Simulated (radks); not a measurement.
Results of a calculation; reference values are marked as such.
Spin polarisation of the 4p1 shell in neutral gallium. Start: [Ar] 3d10 4s2 4p(up 0.5, down 0.5); electrons of 4p are moved from spin down to spin up, other shells keep equal spins. Level of theory: non-relativistic Kohn-Sham, r2SCAN, spin-polarised, spherical densities, point nucleus; meta-GGA in the generalised Kohn-Sham scheme (a radial shooting solver on a logarithmic mesh with Libxc functionals).

| moment (Bohr magnetons) | E - E(0) (eV) | e(4p up) (eV) | e(4p down) (eV) | 4s down minus up (eV) | 3d down minus up (eV) |
|---|---|---|---|---|---|
| 0 | 0.000 | -2.577 | -2.577 | 0.000 | 0.000 |
| 0.25 | -0.017 | -2.701 | -2.434 | 0.220 | 0.014 |
| 0.5 | -0.067 | -2.810 | -2.266 | 0.440 | 0.027 |
| 0.75 | -0.154 | -2.907 | -2.051 | 0.660 | 0.041 |
| 1 | -0.287 | -2.998 | -1.675 | 0.895 | 0.054 |

At moment 1 the spin-polarisation energy is -0.287 eV and the 4p exchange splitting 1.323 eV, that is 1.323 eV per Bohr magneton; E = -I m^2/4 would give I = 1.148 eV.
